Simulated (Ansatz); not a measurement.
Basis-set series for BrHIn, SMILES `[Br][InH]` radical. The species carries charge 0 and has multiplicity 2. In: def2 effective core potential. The geometry is a stationary point of PBE0-D4/def2-TZVP.

| functional | basis | functions | energy (Eh) | HOMO (eV) | LUMO (eV) |
| --- | --- | --- | --- | --- | --- |
| PBE0-D4 | def2-SVP | 63 | -2764.29538 | -6.17 | -3.38 |
| PBE0-D4 | def2-QZVPP | 201 | -2764.67015 | -6.26 | -3.46 |
| ωB97M-V | def2-SVP | 63 | -2764.39066 | -8.10 | -1.75 |
| ωB97M-V | def2-QZVPP | 201 | -2764.76297 | -8.23 | -1.90 |

Problem. Give the rows for def2-TZVPP. (Best estimate.)

Solution. Ansatz gave: 
```json
{"functional": "PBE0-D4", "basis": "def2-TZVPP", "functions": "112", "energy (Eh)": "-2764.61624", "HOMO (eV)": "-6.25", "LUMO (eV)": "-3.45"}
{"functional": "ωB97M-V", "basis": "def2-TZVPP", "functions": "112", "energy (Eh)": "-2764.71082", "HOMO (eV)": "-8.22", "LUMO (eV)": "-1.87"}
```

HOMO and LUMO are taken over both spins. Scalar relativity is left out up to krypton.
